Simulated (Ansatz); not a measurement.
`C[O][SnH2][Br]` + H–F → `[F][SnH2][Br]` + CH₃OH at 298.15 K and 1 bar (ligand exchange at the Sn–O bond).

Computed with Ansatz on PBE0-D4/def2-TZVP structures; ΔE is electronic, products minus reactants. CCSD(T)/CBS is the MP2 limit (def2-TZVPP, def2-QZVPP) plus CCSD(T) − MP2 in def2-TZVPP, frozen cores. This one scheme is used for every species. Elements past krypton have def2 core potentials. For Br, Sn outer-core shells are correlated without core-valence functions, which leaves a few kJ/mol of doubt a bond. Scalar relativity is left out up to krypton. One conformer a species, not always the lowest.

```json
{"species": "`C[O][SnH2][Br]`", "CCSD(T)/CBS energy (Eh)": "-2903.61539", "H − E (kJ/mol)": "168.4", "S (J/(mol·K))": "369.4"}
{"species": "H–F", "CCSD(T)/CBS energy (Eh)": "-100.39570", "H − E (kJ/mol)": "33.5", "S (J/(mol·K))": "173.6"}
{"species": "`[F][SnH2][Br]`", "CCSD(T)/CBS energy (Eh)": "-2888.40380", "H − E (kJ/mol)": "58.7", "S (J/(mol·K))": "320.7"}
{"species": "CH₃OH", "CCSD(T)/CBS energy (Eh)": "-115.61712", "H − E (kJ/mol)": "146.3", "S (J/(mol·K))": "238.2"}
```

H − E and S are ideal-gas, rigid-rotor, harmonic terms from PBE0-D4/def2-TZVP, for one conformer and one mirror image of each species. 1 Eh = 2625.50 kJ/mol, R = 8.31446 J/(mol·K).

Question: By hand: ΔE, ΔH, ΔS and ΔG.

Answer: ΔE = (-2888.40380) + (-115.61712) − (-2903.61539) − (-100.39570) = -0.00983 Eh = -25.8 kJ/mol. Δ(H − E) = 58.7 + 146.3 − 168.4 − 33.5 = 3.1, so ΔH = -22.7 kJ/mol. ΔS = 320.7 + 238.2 − 369.4 − 173.6 = 15.9 J/(mol·K). ΔG = -22.7 − 298.15 × (15.9)/1000 = -27.4 kJ/mol.

Question: By hand: the equilibrium constant, and the temperature at which ΔG would vanish if ΔH and ΔS stayed fixed.

Answer: log₁₀ K = −ΔG/(RT ln 10) = 4.8. ΔH and −TΔS have one sign here, so there is no such temperature.

ΔH outweighs TΔS. A doubt of 5 kJ/mol in ΔE shifts log₁₀ K by 0.9 here. Other conformers and mirror images would add mixing entropy, several J/(mol·K) or more a flexible species. Modes under 60 cm⁻¹, often nearly free rotors, make the harmonic entropy too high. These are equilibria of isolated gas molecules and say nothing of rates. Largest T1 diagnostic: 0.012 (customary marks: 0.02 for closed shells, 0.045 for open ones).
